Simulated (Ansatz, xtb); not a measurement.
## Two isomers of CH3BBr

Structure a is `C[B]Br`, a doublet and structure b is `B[CH]Br`, a doublet. Both are isolated molecules in the gas phase, relaxed with B3LYP/6-31G*; the shapes shown needn't be the lowest conformers.

a (Å):

```xyz
6

C    -0.4318    0.3254    0.9752
B     0.8710    1.1122    0.6559
Br    2.3325    1.4034    1.8605
H    -1.1370    1.0389    1.4317
H    -0.9185   -0.0650    0.0748
H    -0.2876   -0.4908    1.6953
```

b (Å):

```xyz
6

C    -0.0280   -1.0422    0.7976
B    -0.3659    0.3948    0.4392
Br    1.5085   -1.9186    0.1513
H    -1.3656    0.8615    0.9015
H    -0.6034   -1.7047    1.4382
H     0.3396    1.0356   -0.2773
```

Quicker runs give these differences E(b) − E(a): GFN2-xTB +5.3 kcal/mol; HF/STO-3G +15.0 kcal/mol (at GFN2-xTB geometries); r2SCAN-D4/def2-SVP +24.7 kcal/mol (at GFN2-xTB geometries).

Question: Estimate E(b) − E(a) at the level CCSD(T)/def2-SVP + ΔMP2/def2-TZVPP.

Answer: Calculated at CCSD(T)/def2-SVP + ΔMP2/def2-TZVPP: E(b) − E(a) = +21.1 kcal/mol, so structure a lies lower.

The same difference at several levels:

```
                             level      geometry  E(b) − E(a) (kcal/mol)  departure from the last row (kcal/mol)  job, with rough time for the two
                          GFN2-xTB      GFN2-xTB                      +5.3                                   −15.8              optimisation, 0.11 s
                         HF/STO-3G      GFN2-xTB                     +15.0                                    −6.1              single point, 0.42 s
                r2SCAN-D4/def2-SVP      GFN2-xTB                     +24.7                                    +3.6               single point, 6.9 s
                      B3LYP/6-31G*  B3LYP/6-31G*                     +18.0                                    −3.1                optimisation, 97 s
                       HF/def2-SVP  B3LYP/6-31G*                     +22.9                                    +1.9           part of the CCSD(T) run
                      MP2/def2-SVP  B3LYP/6-31G*                     +28.0                                    +6.9           part of the CCSD(T) run
                  CCSD(T)/def2-SVP  B3LYP/6-31G*                     +24.2                                    +3.2                      single point
CCSD(T)/def2-SVP + ΔMP2/def2-TZVPP  B3LYP/6-31G*                     +21.1                                                        single point, 37 s
```

As drawn, b has 1 C–Br, 2 B–H in place of 1 B–Br, 2 C–H.

None of the levels shown reverses the order. The largest departure from CCSD(T)/def2-SVP + ΔMP2/def2-TZVPP is that of GFN2-xTB, 15.8 kcal/mol. The last row adds to CCSD(T) the change of the MP2 difference between the two basis sets, here −3.2 kcal/mol, a large step that makes the value less sure.

With harmonic frequencies from B3LYP/6-31G* (ideal gas, rigid rotor, one conformer each, 400 K, 1 atm): the zero-point term adds −1.9 kcal/mol; ΔH is +19.0 and ΔG +20.0 kcal/mol.

Open shells are spin-unrestricted. The correlated steps freeze 11 core orbitals; the filled d shell of Br is correlated, in a basis made for valence electrons. Mirror images aren't counted in ΔG. Codes used: Ansatz 0.2.0, xtb 6.7.1; the last row on 1 thread of Arm Neoverse V2 on a shared host.
